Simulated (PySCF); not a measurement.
C6H6O, SMILES C1=C[C@H]2C=C[C@@H]1O2.

Coordinates come from a PBE-D3(BJ)/def2-SVP optimisation. The structure was generated by enumeration; whether it is a known compound was not checked. The values are those of a single conformer.

Calculation: PBE0/def2-TZVP (PySCF).

Gas-phase values at a fixed geometry.

```yaml
total_energy: -307.12375 hartree
point_group: C2v
highest_occupied_level: -6.50 eV
lowest_empty_level: -0.86 eV
orbital_gap: 5.64 eV
dipole_moment: 1.83 D
quadrupole, principal values (traceless, Buckingham form, about the centre of nuclear charge): -7.19, -1.30, 8.48 D·Å
mean_static_polarisability: 63.4 bohr³ (9.40 Å³)
polarisability_principal_values: 51.5, 64.0, 74.8 bohr³
```
